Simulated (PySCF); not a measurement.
# One molecule, several mistakes: BH3NOSi anion

All numbers below are calculated, not measured. They come from PySCF 2.14.0, an open-source quantum chemistry program, on an isolated molecule that a program drew, which may never have been made. The molecule is BH3NOSi anion (charge -1, singlet), drawn as the SMILES string `O=BN[SiH2-]`.

Each row is a Hartree-Fock (HF) and frozen-core CCSD(T) single point in the aug-cc-pV(D+d)Z basis, meant for a local HF minimum. Run 1 is clean. Each other run has one planted mistake out of seven kinds, and not every kind appears here: one electron removed, one electron added, multiplicity raised by two, geometry at a saddle point, minimal basis STO-3G, one bond length entered in bohr, all coordinates scaled. The reference is restricted for singlets and unrestricted otherwise, and also for a bond in bohr. Adding or removing an electron swaps singlet and doublet. Electrons count all cores. HOMO and LUMO are orbital energies over both spins, the gradient is its largest component, and the lowest frequency (negative if imaginary) is given only where the gradient is small. Bond lengths are over the 6 bonds as drawn. T1 is the CCSD diagnostic: over 0.02 (restricted) or 0.045 (unrestricted) a single reference is doubtful.

Geometry of the clean run:
```xyz
7
BH3NOSi anion, angstrom
O    -0.6159    0.3847   -2.5805
B    -0.5469   -0.3604   -1.6214
N    -0.4881   -1.2084   -0.5570
Si    0.6380   -1.1733    0.9635
H    -1.1346   -1.9685   -0.5731
H     1.9704   -0.9653    0.2361
H     0.4535    0.3028    1.3302
```

| run | electrons | basis functions | <S^2> | HOMO (eV) | LUMO (eV) | gradient (hartree/bohr) | lowest frequency (cm^-1) | mean bond (Å) | longest bond (Å) | T1 | HF (hartree) | CCSD(T) (hartree) | mistake |
|---|---|---|---|---|---|---|---|---|---|---|---|---|---|
| 1 | 38 | 128 | 0.000 | -2.73 | 3.74 | 1.6e-05 | 98 | 1.4222 | 1.892 | 0.0167 | -444.79888 | -445.41204 | no fault |
| 2 | 37 | 128 | 0.754 | -11.25 | -0.76 | 6.8e-02 | - | 1.4222 | 1.892 | 0.0179 | -444.74065 | -445.32017 | one electron removed |
| 3 | 38 | 27 | 0.000 | 1.95 | 16.36 | 3.2e-02 | - | 1.4222 | 1.892 | 0.0185 | -439.21195 | -439.43786 | minimal basis STO-3G |
| 4 | 38 | 128 | 2.004 | 0.42 | 2.93 | 6.4e-02 | - | 1.4222 | 1.892 | 0.0825 | -444.72203 | -445.31283 | ? |
| 5 | 38 | 128 | 0.779 | -2.76 | 3.70 | 1.8e-02 | - | 1.5702 | 1.892 | 0.0734 | -444.65973 | -445.27425 | ? |

**Which mistake was planted in run 4, and what did it cost?**

Electrons, basis and geometry are unchanged, and <S^2> is 2.004, beside S(S+1) = 2.00 for a multiplicity of 3. So the mistake is: multiplicity raised by two. Subtracting run 1 and multiplying by 627.51 kcal/mol a hartree, the energy moved by 48.2 kcal/mol in HF and 62.3 kcal/mol in CCSD(T).

**Which mistake was planted in run 5, and what did it cost?**

The mean bond changes by a factor of 1.104 and the longest by 1.000, so the molecule wasn't scaled as a whole. A length L in bohr read as angstrom grows by (1/0.5292 - 1) L = 0.890 L. The 6 bonds together grew by 6 x 0.1480 = 0.888 Å, which gives L = 0.998 Å. That is bond N3-H5, 0.998 Å in the clean geometry. So the mistake is: one bond length entered in bohr. Subtracting run 1 and multiplying by 627.51 kcal/mol a hartree, the energy moved by 87.3 kcal/mol in HF and 86.5 kcal/mol in CCSD(T).

Cautions from the logs. Run 3: the HOMO is above zero, so the electron isn't bound and the energy depends on the basis; run 4: T1 is over the limit, so its CCSD(T) energy is less reliable and the HOMO is above zero, so the electron isn't bound and the energy depends on the basis; run 5: T1 is over the limit, so its CCSD(T) energy is less reliable.
